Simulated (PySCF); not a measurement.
C2H3AlBrF, SMILES [F][Al]([CH]=C)[Br]. Geometry: B3LYP-D3(BJ)/def2-SVP. The structure was generated by enumeration; whether it is a known compound was not checked. One conformer was computed; it need not be the lowest.

The numbers are results of B3LYP-D3(BJ)/def2-SVP run with PySCF, not measurements.

Harmonic wavenumbers (cm⁻¹): 86, 96, 185, 215, 306, 380, 475, 672, 885, 997, 1013, 1051, 1266, 1419, 1644, 3103, 3126, 3193. Rotational constants (GHz): 2.962, 1.614, 1.045; symmetry number 1.

Q: Work out the zero-point energy and the ideal-gas rigid-rotor harmonic-oscillator thermochemistry at 298.15 K and 1 atm.

A: ZPE = ½ Σ hcν = ½ × 20114 cm⁻¹ = 28.75 kcal/mol. H − E(el) = 33.58 kcal/mol. Entropy in cal/(mol K): translation 40.98, rotation 28.56, vibration 15.49, total 85.03. G − E(el) = 8.23 kcal/mol. Cp = 22.80 cal/(mol K). Modes under 150 cm⁻¹ make the vibrational entropy uncertain.
